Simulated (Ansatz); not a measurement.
Two isomers of C2H5FGeO: A = `C[C](=O)[GeH2][F]`, B = `C[C@H]1[O][Ge@@H]1[F]`.

Calculated with Ansatz (gas phase, PBE0-D4/def2-TZVP geometries, no zero-point term in ΔE). CCSD(T)/CBS adds triple-zeta CCSD(T) − MP2 to the extrapolated MP2 energy (def2 sets, frozen cores). Functionals use def2-TZVPP. B3LYP here is the variant with VWN-RPA as its local correlation; programs differ in this. For Ge outer-core shells are correlated without core-valence functions, which leaves a few kJ/mol of doubt a bond. Scalar relativity is left out up to krypton. Each species was taken in one conformer, which may not be the lowest.

(1) Which is lower in electronic energy at CCSD(T)/CBS, and by how much? (An estimate is asked.)

(2) Give E(B) − E(A) in kcal/mol with HF/def2-TZVPP, CCSD/def2-TZVPP, ωB97M-V, B2PLYP, PBE-D4, MP2/def2-TZVPP, B3LYP. (An estimate is asked.)

Largest T1 diagnostic: 0.014.

Answers

(1) Computed: A, by 11.9 kcal/mol.

(2) Computed: HF/def2-TZVPP 23.6, CCSD/def2-TZVPP 14.8, ωB97M-V 14.6, B2PLYP 14.9, PBE-D4 12.7, MP2/def2-TZVPP 11.2, B3LYP 16.6. None reverses the order clearly.

In def2-TZVPP, CCSD(T) changes the Hartree–Fock value by −10.0 kcal/mol (the triples alone add −1.2 kcal/mol) and MP2 by −12.3 kcal/mol.
